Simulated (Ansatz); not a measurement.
GeMe2(NEt2)2 (C10H26GeN2). Charge 0, multiplicity 1. Geometry PBE-D4/def2-SVP, basis def2-TZVP, Ansatz.

```csv
atom,x (Å),y (Å),z (Å)
Ge1,-0.081,0.159,1.091
C2,1.150,-0.622,2.414
H3,1.610,0.157,3.054
H4,1.957,-1.193,1.915
H5,0.581,-1.316,3.064
C6,-1.475,1.248,1.953
H7,-2.186,1.642,1.201
H8,-0.993,2.106,2.463
H9,-2.042,0.668,2.708
N10,-0.953,-1.117,0.061
C11,-0.182,-1.948,-0.850
C12,0.199,-3.327,-0.293
C13,-2.375,-1.402,0.169
C14,-3.221,-0.808,-0.966
H15,0.742,-1.392,-1.127
H16,-0.740,-2.082,-1.808
H17,0.845,-3.230,0.604
H18,-0.700,-3.906,0.007
H19,0.746,-3.930,-1.047
H20,-2.545,-2.505,0.211
H21,-2.755,-1.020,1.140
H22,-3.163,0.301,-0.962
H23,-2.866,-1.155,-1.959
H24,-4.288,-1.099,-0.872
N25,0.953,1.135,-0.103
C26,0.325,1.706,-1.284
C27,-0.031,3.194,-1.159
C28,2.372,1.390,0.078
C29,3.288,0.474,-0.745
H30,-0.596,1.120,-1.505
H31,0.982,1.560,-2.176
H32,-0.765,3.360,-0.344
H33,0.866,3.807,-0.930
H34,-0.468,3.585,-2.101
H35,2.603,2.454,-0.170
H36,2.632,1.288,1.154
H37,3.168,-0.585,-0.437
H38,3.051,0.534,-1.828
H39,4.357,0.750,-0.621
```

```csv
run,HOMO (eV),LUMO (eV)
A,-5.71,0.71
B,-4.45,-0.09
C,-4.85,-0.07
D,-4.66,0.48
E,-5.51,0.41
F,-8.01,2.11
```

B3LYP takes the VWN-RPA correlation. Single mean-field runs in def2-TZVP are fitted with def2-universal-jkfit.

Problem. The runs used B3LYP, B97M-V, PBE, PBE0, r2SCAN, ωB97M-V. Estimate which is which.

Solution. A PBE0 (25 % exact exchange); B PBE (0 % exact exchange); C B97M-V (0 % exact exchange); D r2SCAN (0 % exact exchange); E B3LYP (20 % exact exchange); F ωB97M-V (range-separated). Exact exchange lowers occupied and raises empty levels; among semilocal functionals meta-GGAs tend to open the gap a little, and such runs are hard to tell apart. The gap grows from 4.36 eV (PBE) to 10.12 eV (ωB97M-V).
